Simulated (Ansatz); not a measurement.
The cluster Be₇, 7 atoms. Hardware: 4 threads of Arm Neoverse V1 on a shared host.

Correlated methods freeze no core orbitals. In CCSD on the charge 1 doublet the largest single amplitude is 0.34, so its Hartree–Fock determinant may place the open shell otherwise than the density functionals do.

(1) How many basis functions does each of these Ansatz runs have, and roughly what does it cost? r2SCAN/def2-TZVPD, charge 0 singlet, energy, from earlier orbitals; PBE/def2-TZVP, charge 0 triplet at the geometry of the charge 0 singlet, energy, from earlier orbitals; r2SCAN/def2-TZVP, charge 0 singlet, energy and forces, from earlier orbitals; B3LYP/6-31G, charge 0 singlet, energy; HF/6-31G, charge 0 singlet, energy; PBE0/def2-TZVPD, charge 0 singlet, energy, from earlier orbitals; r2SCAN/def2-TZVPD, charge -1 doublet at the geometry of the charge 0 singlet, energy, from earlier orbitals; r2SCAN/def2-TZVP, charge 1 doublet at the geometry of the charge 0 singlet, energy, from earlier orbitals; HF/STO-3G, charge 0 singlet, energy; CCSD(T)/def2-TZVPP, charge 1 doublet at the geometry of the charge 0 singlet, energy, from earlier orbitals; RPA@PBE/def2-TZVP, charge 0 singlet, energy, from earlier orbitals; PBE0/def2-TZVP, charge 0 singlet, energy, from earlier orbitals.

Answers

(1) Other jobs shared the machine, so times can vary by a factor of up to 3. A dash marks memory too small to be measured apart from the calling script's.

| run | functions | fitting or Cholesky vectors | wall time | peak host memory (GiB) |
| --- | --- | --- | --- | --- |
| HF/STO-3G, charge 0 singlet, energy | 35 | 422 | 0.15 s | – |
| HF/6-31G, charge 0 singlet, energy | 63 | 875 | 0.3 s | – |
| B3LYP/6-31G, charge 0 singlet, energy | 63 | 875 | 0.7 s | – |
| PBE0/def2-TZVP, charge 0 singlet, energy, from earlier orbitals | 133 | 987 | 1.3 s | – |
| PBE0/def2-TZVPD, charge 0 singlet, energy, from earlier orbitals | 154 | 1099 | 1.4 s | – |
| RPA@PBE/def2-TZVP, charge 0 singlet, energy, from earlier orbitals | 133 | 1099 | 2.2 s | – |
| r2SCAN/def2-TZVP, charge 0 singlet, energy and forces, from earlier orbitals | 133 | 987 | 2.5 s | – |
| r2SCAN/def2-TZVPD, charge 0 singlet, energy, from earlier orbitals | 154 | 1099 | 2.6 s | – |
| PBE/def2-TZVP, charge 0 triplet at the geometry of the charge 0 singlet, energy, from earlier orbitals | 133 | 987 | 4.8 s | – |
| r2SCAN/def2-TZVP, charge 1 doublet at the geometry of the charge 0 singlet, energy, from earlier orbitals | 133 | 987 | 9.5 s | – |
| r2SCAN/def2-TZVPD, charge -1 doublet at the geometry of the charge 0 singlet, energy, from earlier orbitals | 154 | 1099 | 16 s | – |
| CCSD(T)/def2-TZVPP, charge 1 doublet at the geometry of the charge 0 singlet, energy, from earlier orbitals | 133 | 1099 | 82 s | 2.3 |
